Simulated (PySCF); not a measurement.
PySCF input (M06-2X/6-31G* (5d)):

```python
from pyscf import gto, dft

mol = gto.M(
    atom='''
    C    -1.72215800   -0.62157900   -0.71721600
    C    -0.96812200   -0.43869100    0.36441200
    B     0.47176700    0.16579000    0.23504400
    O     1.19313100    0.33036100    1.35916300
    O     0.97611800    0.51516300   -0.99384300
    H    -1.36539300   -0.36046600   -1.70667100
    H    -2.72184500   -1.03818500   -0.65383200
    H    -1.35228200   -0.70953100    1.34107200
    H     1.86837200    0.87666000   -0.96152400
    ''',
    basis='6-31g*',
    charge=0,
    spin=1,
    verbose=4,
)

mf = dft.UKS(mol, xc='m062x')
mf.grids.level = 4
mf.conv_tol = 1e-9
mf.max_cycle = 100
mf.max_memory = 1500
mf.kernel()
if not mf.converged:
    mf = mf.newton()
    mf.kernel(mf.make_rdm1())
mo, _, stable, _ = mf.stability(return_status=True)
if not stable:
    mf.kernel(mf.make_rdm1(mo, mf.mo_occ))
    stable = mf.stability(return_status=True)[2]
mf.dip_moment()
```

Output:

```
PySCF version 2.14.0

[INPUT] verbose = 4
[INPUT] num. atoms = 9
[INPUT] num. electrons = 37
[INPUT] charge = 0
[INPUT] spin (= nelec alpha-beta = 2S) = 1
[INPUT] symmetry False subgroup None
[INPUT] Mole.unit = angstrom
[INPUT] Symbol           X                Y                Z      unit          X                Y                Z       unit  Magmom
[INPUT]  1 C     -1.722158000000  -0.621579000000  -0.717216000000 AA   -3.254406963229  -1.174614074781  -1.355341812156 Bohr   0.0
[INPUT]  2 C     -0.968122000000  -0.438691000000   0.364412000000 AA   -1.829485435166  -0.829005843312   0.688638876505 Bohr   0.0
[INPUT]  3 B      0.471767000000   0.165790000000   0.235044000000 AA    0.891510424608   0.313297694192   0.444168787222 Bohr   0.0
[INPUT]  4 O      1.193131000000   0.330361000000   1.359163000000 AA    2.254690820728   0.624291812237   2.568445828642 Bohr   0.0
[INPUT]  5 O      0.976118000000   0.515163000000  -0.993843000000 AA    1.844595685258   0.973516979509  -1.878091080816 Bohr   0.0
[INPUT]  6 H     -1.365393000000  -0.360466000000  -1.706671000000 AA   -2.580218822398  -0.681182017217  -3.225140774738 Bohr   0.0
[INPUT]  7 H     -2.721845000000  -1.038185000000  -0.653832000000 AA   -5.143541603517  -1.961885316632  -1.235563411477 Bohr   0.0
[INPUT]  8 H     -1.352282000000  -0.709531000000   1.341072000000 AA   -2.555442623179  -1.340819266889   2.534258793323 Bohr   0.0
[INPUT]  9 H      1.868372000000   0.876660000000  -0.961524000000 AA    3.530711378806   1.656647304361  -1.817017022196 Bohr   0.0

nuclear repulsion = 145.579637142318
number of shells = 38
number of NR pGTOs = 151
number of NR cGTOs = 78
basis = 6-31g*
ecp = {}

******** <class 'pyscf.dft.uks.UKS'> ********
method = UKS
initial guess = minao
damping factor = 0
level_shift factor = 0
DIIS = <class 'pyscf.scf.diis.CDIIS'>
diis_start_cycle = 1
diis_space = 8
diis_damp = 0
SCF conv_tol = 1e-09
SCF conv_tol_grad = None
SCF max_cycles = 100
direct_scf = True
direct_scf_tol = 1e-13
number electrons alpha = 19  beta = 18
XC library pyscf.dft.libxc version 7.1.2
    S. Lehtola, C. Steigemann, M. J. T. Oliveira, and M. A. L. Marques,  SoftwareX 7, 1–5 (2018)
XC functionals = m062x
    Y. Zhao and D. G. Truhlar,  Theor. Chem. Acc. 120, 215 (2008)
    Y. Zhao and D. G. Truhlar,  Theor. Chem. Acc. 120, 215 (2008)
radial grids:
    Treutler-Ahlrichs [JCP 102, 346 (1995); DOI:10.1063/1.469408] (M4) radial grids

becke partition: Becke, JCP 88, 2547 (1988); DOI:10.1063/1.454033
pruning grids: <function nwchem_prune>
grids dens level: 4
symmetrized grids: False
atomic radii adjust function: <function treutler_atomic_radii_adjust>
small_rho_cutoff = 0
Set gradient conv threshold to 3.16228e-05
tot grids = 204672
init E= -254.344638740568
  alpha nocc = 19  HOMO = -0.327144449116357  LUMO = -0.0758359324180313
[...]
diis_space = 8
diis_damp = 0
SCF conv_tol = 1e-09
SCF conv_tol_grad = None
SCF max_cycles = 100
direct_scf = True
direct_scf_tol = 1e-13
number electrons alpha = 19  beta = 18
XC library pyscf.dft.libxc version 7.1.2
    S. Lehtola, C. Steigemann, M. J. T. Oliveira, and M. A. L. Marques,  SoftwareX 7, 1–5 (2018)
XC functionals = m062x
    Y. Zhao and D. G. Truhlar,  Theor. Chem. Acc. 120, 215 (2008)
    Y. Zhao and D. G. Truhlar,  Theor. Chem. Acc. 120, 215 (2008)
radial grids:
    Treutler-Ahlrichs [JCP 102, 346 (1995); DOI:10.1063/1.469408] (M4) radial grids

becke partition: Becke, JCP 88, 2547 (1988); DOI:10.1063/1.454033
pruning grids: <function nwchem_prune>
grids dens level: 4
symmetrized grids: False
atomic radii adjust function: <function treutler_atomic_radii_adjust>
small_rho_cutoff = 0
Set gradient conv threshold to 3.16228e-05
init E= -253.796436222604
  alpha nocc = 19  HOMO = -0.336592132895764  LUMO = 0.0258518384634816
  beta  nocc = 18  HOMO = -0.332759754678853  LUMO = -0.116778726546854
  HOMO = -0.332759754679  LUMO = -0.116778726547  gap/eV = 5.87714
cycle= 1 E= -253.800401706661  delta_E= -0.00397  |g|= 0.0273  |ddm|= 0.103
  alpha nocc = 19  HOMO = -0.334609758994857  LUMO = 0.0269441715690251
  beta  nocc = 18  HOMO = -0.33103711332215  LUMO = -0.107736029803484
  HOMO = -0.331037113322  LUMO = -0.107736029803  gap/eV = 6.07633
cycle= 2 E= -253.80154709697  delta_E= -0.00115  |g|= 0.0283  |ddm|= 0.0544
  alpha nocc = 19  HOMO = -0.334946839128216  LUMO = 0.026307433580337
  beta  nocc = 18  HOMO = -0.3317333860707  LUMO = -0.112298621612544
  HOMO = -0.331733386071  LUMO = -0.112298621613  gap/eV = 5.97112
cycle= 3 E= -253.802279999743  delta_E= -0.000733  |g|= 0.0134  |ddm|= 0.028
  alpha nocc = 19  HOMO = -0.335526829430138  LUMO = 0.0251023889578135
  beta  nocc = 18  HOMO = -0.332728020028585  LUMO = -0.110597382484349
  HOMO = -0.332728020029  LUMO = -0.110597382484  gap/eV = 6.04448
cycle= 4 E= -253.803567498935  delta_E= -0.00129  |g|= 0.0123  |ddm|= 0.0566
  alpha nocc = 19  HOMO = -0.335030092512591  LUMO = 0.0245777815540595
  beta  nocc = 18  HOMO = -0.332673074566658  LUMO = -0.107144812165398
  HOMO = -0.332673074567  LUMO = -0.107144812165  gap/eV = 6.13694
cycle= 5 E= -253.804897333448  delta_E= -0.00133  |g|= 0.0102  |ddm|= 0.0645
  alpha nocc = 19  HOMO = -0.334303467331705  LUMO = 0.0229279176261223
  beta  nocc = 18  HOMO = -0.333209506051937  LUMO = -0.0946525505537141
  HOMO = -0.333209506052  LUMO = -0.0946525505537  gap/eV = 6.49147
cycle= 6 E= -253.807456693341  delta_E= -0.00256  |g|= 0.00853  |ddm|= 0.172
  alpha nocc = 19  HOMO = -0.334925843127318  LUMO = 0.0223649527540668
  beta  nocc = 18  HOMO = -0.333503843542451  LUMO = -0.0978286176422984
  HOMO = -0.333503843542  LUMO = -0.0978286176423  gap/eV = 6.41305
cycle= 7 E= -253.807835511922  delta_E= -0.000379  |g|= 0.00588  |ddm|= 0.0378
  alpha nocc = 19  HOMO = -0.334486698909914  LUMO = 0.022510552856875
  beta  nocc = 18  HOMO = -0.332410811259531  LUMO = -0.105369636760314
  HOMO = -0.33241081126  LUMO = -0.10536963676  gap/eV = 6.17811
cycle= 8 E= -253.808251708258  delta_E= -0.000416  |g|= 0.00367  |ddm|= 0.0585
  alpha nocc = 19  HOMO = -0.334882759540848  LUMO = 0.0218841979420215
  beta  nocc = 18  HOMO = -0.333397016528617  LUMO = -0.0969763658037475
  HOMO = -0.333397016529  LUMO = -0.0969763658037  gap/eV = 6.43333
cycle= 9 E= -253.808450755299  delta_E= -0.000199  |g|= 0.00359  |ddm|= 0.0685
  alpha nocc = 19  HOMO = -0.334994737680398  LUMO = 0.0220634959692729
  beta  nocc = 18  HOMO = -0.333023886804914  LUMO = -0.102929167823176
  HOMO = -0.333023886805  LUMO = -0.102929167823  gap/eV = 6.26120
cycle= 10 E= -253.808469918017  delta_E= -1.92e-05  |g|= 0.000739  |ddm|= 0.00789
  alpha nocc = 19  HOMO = -0.33503127670537  LUMO = 0.0220759892818174
  beta  nocc = 18  HOMO = -0.332944197004009  LUMO = -0.104092332653548
  HOMO = -0.332944197004  LUMO = -0.104092332654  gap/eV = 6.22738
cycle= 11 E= -253.808474713279  delta_E= -4.8e-06  |g|= 0.000224  |ddm|= 0.00923
  alpha nocc = 19  HOMO = -0.335064226846804  LUMO = 0.0220460015180119
  beta  nocc = 18  HOMO = -0.333018742221808  LUMO = -0.103520412388024
  HOMO = -0.333018742222  LUMO = -0.103520412388  gap/eV = 6.24497
cycle= 12 E= -253.808474899623  delta_E= -1.86e-07  |g|= 0.000231  |ddm|= 0.00236
  alpha nocc = 19  HOMO = -0.335057254858495  LUMO = 0.0220674756461441
  beta  nocc = 18  HOMO = -0.332973917484626  LUMO = -0.103901955312152
  HOMO = -0.332973917485  LUMO = -0.103901955312  gap/eV = 6.23337
cycle= 13 E= -253.808474965271  delta_E= -6.56e-08  |g|= 6.21e-05  |ddm|= 0.000454
  alpha nocc = 19  HOMO = -0.335066541215957  LUMO = 0.0220600074063539
  beta  nocc = 18  HOMO = -0.33298147594239  LUMO = -0.103891835475627
  HOMO = -0.332981475942  LUMO = -0.103891835476  gap/eV = 6.23385
cycle= 14 E= -253.808474975429  delta_E= -1.02e-08  |g|= 3.42e-05  |ddm|= 0.000225
  alpha nocc = 19  HOMO = -0.335068261736804  LUMO = 0.0220604911263123
  beta  nocc = 18  HOMO = -0.332981513001578  LUMO = -0.103896556025229
  HOMO = -0.332981513002  LUMO = -0.103896556025  gap/eV = 6.23372
cycle= 15 E= -253.808474980491  delta_E= -5.06e-09  |g|= 2.2e-05  |ddm|= 0.000132
  alpha nocc = 19  HOMO = -0.335066720696017  LUMO = 0.0220625418600133
  beta  nocc = 18  HOMO = -0.332979171683326  LUMO = -0.103900700262418
  HOMO = -0.332979171683  LUMO = -0.103900700262  gap/eV = 6.23354
cycle= 16 E= -253.808474982491  delta_E= -2e-09  |g|= 1.23e-05  |ddm|= 8.85e-05
  alpha nocc = 19  HOMO = -0.335070843847328  LUMO = 0.0220599799942347
  beta  nocc = 18  HOMO = -0.332982848544744  LUMO = -0.10390126203541
  HOMO = -0.332982848545  LUMO = -0.103901262035  gap/eV = 6.23363
cycle= 17 E= -253.808474983134  delta_E= -6.43e-10  |g|= 5.78e-06  |ddm|= 6.53e-05
  alpha nocc = 19  HOMO = -0.335068381663197  LUMO = 0.022061659303255
  beta  nocc = 18  HOMO = -0.332980560701146  LUMO = -0.103902503248558
  HOMO = -0.332980560701  LUMO = -0.103902503249  gap/eV = 6.23353
Extra cycle  E= -253.808474983165  delta_E= -3.13e-11  |g|= 5.68e-06  |ddm|= 1.07e-05
converged SCF energy = -253.808474983165  <S^2> = 0.75400892  2S+1 = 2.0040049
uhf_internal: lowest eigs of H = [0.05606949 0.19050381 0.25876591]
<class 'pyscf.dft.uks.UKS'> wavefunction is stable in the internal stability analysis
Dipole moment(X, Y, Z, Debye):  0.20087,  0.16237, -0.68884
```

The geometry given is a B3LYP-D3(BJ)/def2-TZVP minimum.
